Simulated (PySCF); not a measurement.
PySCF job for BCl2HS, SMILES SB(Cl)Cl, TDA-ωB97X/def2-SVPD. Geometry: TPSSh-D3(BJ)/def2-SVP. One conformer was computed; it need not be the lowest.

```python
import numpy as np
from pyscf import gto, scf, dft, tdscf

mol = gto.M(
    atom='''
    B    -0.00028969   -0.01213114    0.00000000
    Cl    1.37198949   -1.11105703   -0.00000000
    Cl   -1.63756584   -0.66058182   -0.00000000
    S     0.34152151    1.75131996   -0.00000000
    H    -0.94809769    2.15739672    0.00000001
    ''',
    basis='def2-SVPD',
    charge=0,
    spin=0,
    symmetry=True,
    max_memory=1600,
    verbose=4,
)
mf = dft.RKS(mol, xc='wb97x').density_fit(auxbasis='def2-universal-jkfit')
mf.grids.level = 3
mf.conv_tol = 1e-9
mf.max_cycle = 100
mf.kernel()
mf.grids = dft.Grids(mol).set(level=1).build(with_non0tab=True)  # coarser grid for the response kernel
td = tdscf.TDA(mf)
td.singlet = True
td.nstates = 10
td.conv_tol = 1e-4
td.kernel(x0=td.get_init_guess(mf, 15))
td.analyze()
tt = tdscf.TDA(mf)
tt.singlet = False
tt.nstates = 4
tt.conv_tol = 1e-4
tt.kernel(x0=tt.get_init_guess(mf, 9))
tt.analyze(verbose=3)
```

Program output:

```
PySCF version 2.14.0

[INPUT] verbose = 4
[INPUT] num. atoms = 5
[INPUT] num. electrons = 56
[INPUT] charge = 0
[INPUT] spin (= nelec alpha-beta = 2S) = 0
[INPUT] symmetry True subgroup None
[INPUT] Mole.unit = angstrom
[INPUT] Symbol           X                Y                Z      unit          X                Y                Z       unit  Magmom
[INPUT]  1 B     -0.000289690000  -0.012131140000   0.000000000000 AA   -0.000547434761  -0.022924532179   0.000000000000 Bohr   0.0
[INPUT]  2 Cl     1.371989490000  -1.111057030000   0.000000000000 AA    2.592684381882  -2.099593495473   0.000000000000 Bohr   0.0
[INPUT]  3 Cl    -1.637565840000  -0.660581820000   0.000000000000 AA   -3.094550948543  -1.248318722667   0.000000000000 Bohr   0.0
[INPUT]  4 S      0.341521510000   1.751319960000   0.000000000000 AA    0.645382119548   3.309515080884   0.000000000000 Bohr   0.0
[INPUT]  5 H     -0.948097690000   2.157396720000   0.000000010000 AA   -1.791644973433   4.076888942835   0.000000018897 Bohr   0.0

nuclear repulsion = 231.122985991853
point group symmetry = Cs
symmetry origin: [ 2.36215779e-09 -2.36215760e-09  3.37451094e-10]
symmetry axis x: [ 1.00000000e+00  8.11523254e-08 -1.17992006e-10]
symmetry axis y: [ 8.11523254e-08 -1.00000000e+00 -2.62671383e-10]
symmetry axis z: [ 1.17992028e-10 -2.62671418e-10  1.00000000e+00]
num. orbitals of irrep A' = 77
num. orbitals of irrep A" = 32
number of shells = 45
number of NR pGTOs = 175
number of NR cGTOs = 109
basis = def2-SVPD
ecp = {}


[settings echo left out]
init E= -1344.13874389708
HOMO (A") = -0.348968000467804  LUMO (A") = -0.0139798805509279  gap/eV = 9.11549
cycle= 1 E= -1343.67150218182  delta_E= 0.467  |g|= 0.426  |ddm|= 2.59
HOMO (A") = -0.412345146557868  LUMO (A") = -0.0375176937166133  gap/eV = 10.19957
cycle= 2 E= -1343.69642362908  delta_E= -0.0249  |g|= 0.384  |ddm|= 1.02
HOMO (A") = -0.397395313073941  LUMO (A") = 0.0239074629176075  gap/eV = 11.46423
cycle= 3 E= -1343.73630912319  delta_E= -0.0399  |g|= 0.0287  |ddm|= 0.487
HOMO (A") = -0.397165146589169  LUMO (A") = 0.0234127505403081  gap/eV = 11.44451
cycle= 4 E= -1343.73673388492  delta_E= -0.000425  |g|= 0.0113  |ddm|= 0.0709
HOMO (A") = -0.396274660101264  LUMO (A") = 0.0251136560877558  gap/eV = 11.46656
cycle= 5 E= -1343.7367902562  delta_E= -5.64e-05  |g|= 0.00204  |ddm|= 0.0225
HOMO (A") = -0.396568092077191  LUMO (A") = 0.0247810426336035  gap/eV = 11.46549
cycle= 6 E= -1343.73679263416  delta_E= -2.38e-06  |g|= 0.000535  |ddm|= 0.0047
HOMO (A") = -0.39651874967927  LUMO (A") = 0.0247902339790083  gap/eV = 11.46440
cycle= 7 E= -1343.73679278583  delta_E= -1.52e-07  |g|= 0.00017  |ddm|= 0.00106
HOMO (A") = -0.396536356921888  LUMO (A") = 0.0247951126547299  gap/eV = 11.46501
cycle= 8 E= -1343.73679280589  delta_E= -2.01e-08  |g|= 5.19e-05  |ddm|= 0.000456
HOMO (A") = -0.39653634227541  LUMO (A") = 0.0247948646633367  gap/eV = 11.46501
cycle= 9 E= -1343.73679280814  delta_E= -2.25e-09  |g|= 1.54e-05  |ddm|= 0.000136
HOMO (A") = -0.396537432926386  LUMO (A") = 0.0247950321223496  gap/eV = 11.46504
cycle= 10 E= -1343.73679280844  delta_E= -3.01e-10  |g|= 3.48e-06  |ddm|= 5.4e-05
HOMO (A") = -0.396537174752648  LUMO (A") = 0.0247950521405336  gap/eV = 11.46503
Extra cycle  E= -1343.73679280845  delta_E= -1.46e-11  |g|= 1.68e-06  |ddm|= 8.5e-06
converged SCF energy = -1343.73679280845
tot grids = 26600


******** <class 'pyscf.tdscf.rks.TDA'> for <class 'pyscf.df.df_jk.DFSymAdaptedRKS'> ********
nstates = 10 singlet
deg_eia_thresh = 1.000e-03
wfnsym = None
conv_tol = 0.0001
eigh lindep = 1e-12
eigh level_shift = 0
eigh max_cycle = 100


Excitation energies (eV)
[6.47608707 6.62297914 6.75207364 6.86758716 7.66356533 7.87643869
 8.40569388 8.62970048 8.85899362 8.86387361]

** Singlet excitation energies and oscillator strengths **
Excited State   1:   A'      6.47609 eV    191.45 nm  f=0.2427
      28 -> 29       -0.68177
Excited State   2:   A"      6.62298 eV    187.20 nm  f=0.0007
      27 -> 29        0.69430
Excited State   3:   A"      6.75207 eV    183.62 nm  f=0.0011
      26 -> 29        0.63676
      28 -> 30        0.12821
      28 -> 31       -0.24222
Excited State   4:   A"      6.86759 eV    180.54 nm  f=0.0003
      26 -> 29        0.28879
      28 -> 30       -0.30374
      28 -> 31        0.52949
Excited State   5:   A'      7.66357 eV    161.78 nm  f=0.1466
      25 -> 29       -0.68068
Excited State   6:   A"      7.87644 eV    157.41 nm  f=0.0388
      28 -> 30       -0.55413
      28 -> 31       -0.24440
      28 -> 32        0.24517
      28 -> 37        0.13814
      28 -> 40        0.17947
Excited State   7:   A"      8.40569 eV    147.50 nm  f=0.0016
      24 -> 29        0.68758
Excited State   8:   A'      8.62970 eV    143.67 nm  f=0.0019
      23 -> 29        0.10915
      26 -> 30        0.22767
      26 -> 31       -0.26158
      27 -> 30        0.42056
      27 -> 31       -0.37678
Excited State   9:   A"      8.85899 eV    139.95 nm  f=0.0009
      22 -> 29        0.11520
      28 -> 30        0.13585
      28 -> 31        0.17706
      28 -> 32        0.48274
      28 -> 35        0.34149
      28 -> 37       -0.14328
      28 -> 45       -0.12206
Excited State  10:   A'      8.86387 eV    139.88 nm  f=0.0380
      23 -> 29        0.11618
      26 -> 30        0.20523
      26 -> 31       -0.17145
      26 -> 32        0.11792
      27 -> 30       -0.48723
      27 -> 31       -0.26501
      27 -> 40        0.12914

** Transition electric dipole moments (AU) **
state          X           Y           Z        Dip. S.      Osc.
  1        -0.1568     -1.2267     -0.0000      1.5295      0.2427
  2        -0.0000      0.0000      0.0640      0.0041      0.0007
  3        -0.0000      0.0000      0.0819      0.0067      0.0011
  4         0.0000     -0.0000     -0.0450      0.0020      0.0003
  5        -0.8698      0.1558     -0.0000      0.7808      0.1466
  6        -0.0000      0.0000     -0.4487      0.2013      0.0388
  7         0.0000     -0.0000      0.0883      0.0078      0.0016
  8        -0.0529     -0.0791      0.0000      0.0091      0.0019
  9         0.0000     -0.0000      0.0633      0.0040      0.0009
 10         0.1980     -0.3686      0.0000      0.1751      0.0380

** Transition velocity dipole moments (imaginary part, AU) **
state          X           Y           Z        Dip. S.      Osc.
  1        -0.0051     -0.1314     -0.0000      0.0173      0.0484
  2        -0.0000     -0.0000      0.0002      0.0000      0.0000
  3        -0.0000      0.0000      0.0143      0.0002      0.0005
  4         0.0000      0.0000     -0.0504      0.0025      0.0067
  5        -0.1104      0.0198     -0.0000      0.0126      0.0298
  6        -0.0000     -0.0000     -0.1074      0.0115      0.0266
  7        -0.0000     -0.0000     -0.0046      0.0000      0.0000
  8        -0.0153      0.0278      0.0000      0.0010      0.0021
  9         0.0000     -0.0000     -0.0339      0.0011      0.0023
 10         0.0843     -0.0954      0.0000      0.0162      0.0332

** Transition magnetic dipole moments (imaginary part, AU) **
state          X           Y           Z
  1         0.0000      0.0000      0.0159
  2        -0.5804     -0.2309     -0.0000
  3        -1.0393      0.2890     -0.0000
  4         0.0539      0.4449      0.0000
  5        -0.0000     -0.0000      0.1207
  6         0.9123     -0.2161     -0.0000
  7         0.1240      0.8678     -0.0000
  8         0.0000     -0.0000      1.3627
  9        -0.5937      0.4324      0.0000
 10         0.0000     -0.0000     -0.9778


******** <class 'pyscf.tdscf.rks.TDA'> for <class 'pyscf.df.df_jk.DFSymAdaptedRKS'> ********
nstates = 4 triplet
deg_eia_thresh = 1.000e-03
wfnsym = None
conv_tol = 0.0001
eigh lindep = 1e-12
eigh level_shift = 0
eigh max_cycle = 100


Excitation energies (eV)
[5.22658509 6.33561875 6.46532225 6.56466517]

** Triplet excitation energies and oscillator strengths **
Excited State   1:   A'      5.22659 eV    237.22 nm  f=0.0000
Excited State   2:   A"      6.33562 eV    195.69 nm  f=0.0000
Excited State   3:   A"      6.46532 eV    191.77 nm  f=0.0000
Excited State   4:   A"      6.56467 eV    188.87 nm  f=0.0000
```

The calculation finished and met its thresholds.

Cost: very roughly 90 core-seconds.
